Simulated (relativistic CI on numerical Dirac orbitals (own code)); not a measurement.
**Inner-shell lines of Tm⁴⁷⁺**

These numbers are calculated, not measured: Dirac-Coulomb-Breit CI, KLI orbitals optimised for each configuration, model QED (radiative potential, 1s self-energy scaled to tabulated hydrogen-like ionisation energies), unscaled Slater integrals (own radial code, finite nucleus).

CI space (outside the closed core 1s2 2s2 3s2 3p6): 2p6.3d4, 2p5.3d5, 2p5.3d4.4s. Levels of other configurations are missing.

The table holds the strongest lines. The upper levels have an inner-shell vacancy. Auger decay, open to those above the ionisation limit, is not computed, and radiative decays to configurations outside the model are missing too. Absolute energies can be off by a few tenths of a per cent, so close lines can change order. LS names give the leading component, which can be well under half, for lower levels too. Brackets number the levels in order of energy.

```
  λ (Å)                Upper              Lower   A (s⁻¹)  gA (s⁻¹)
1.67056  2p5.3d5 3H°_6 [145]  2p6.3d4 3H_6 [24]  9.36e+14  1.22e+16
1.66981  2p5.3d5 1G°_4 [163]  2p6.3d4 1G_4 [29]  9.84e+14  8.86e+15
1.66948  2p5.3d5 3G°_5 [150]  2p6.3d4 3G_5 [22]  9.17e+14  1.01e+16
1.66856  2p5.3d5 1I°_6 [113]  2p6.3d4 1I_6 [11]  1.29e+15  1.68e+16
1.66839  2p5.3d5 3H°_5 [110]  2p6.3d4 3H_5 [10]  1.27e+15  1.40e+16
1.66838  2p5.3d5 3F°_4 [133]  2p6.3d4 3F_4 [17]  1.20e+15  1.08e+16
1.66833  2p5.3d5 3F°_3 [165]  2p6.3d4 3F_3 [28]  1.22e+15  8.52e+15
1.66726   2p5.3d5 3F°_4 [69]   2p6.3d4 3F_4 [3]  1.56e+15  1.40e+16
1.66724  2p5.3d5 1F°_3 [168]  2p6.3d4 1G_4 [29]  1.29e+15  9.01e+15
1.66659  2p5.3d5 3G°_4 [118]  2p6.3d4 3H_5 [10]  1.29e+15  1.16e+16
1.66646  2p5.3d5 3D°_3 [173]  2p6.3d4 3F_4 [32]  1.67e+15  1.17e+16
1.66622  2p5.3d5 3F°_4 [157]  2p6.3d4 3G_5 [22]  1.49e+15  1.34e+16
1.66556  2p5.3d5 3G°_5 [123]  2p6.3d4 1I_6 [11]  1.11e+15  1.22e+16
1.66532  2p5.3d5 3G°_5 [160]  2p6.3d4 3H_6 [24]  1.74e+15  1.92e+16
1.66476  2p5.3d5 3D°_3 [158]  2p6.3d4 5D_4 [19]  1.22e+15  8.51e+15
1.48453  2p5.3d5 3F°_4 [225]  2p6.3d4 1G_4 [29]  9.05e+14  8.15e+15
1.48428  2p5.3d5 3H°_6 [213]  2p6.3d4 3H_6 [24]  1.07e+15  1.39e+16
1.48426  2p5.3d5 3G°_5 [239]  2p6.3d4 3F_4 [32]  8.79e+14  9.67e+15
1.48353  2p5.3d5 3F°_4 [241]  2p6.3d4 3F_4 [32]  9.13e+14  8.21e+15
1.48348  2p5.3d5 3G°_5 [188]  2p6.3d4 1I_6 [11]  1.09e+15  1.20e+16
```
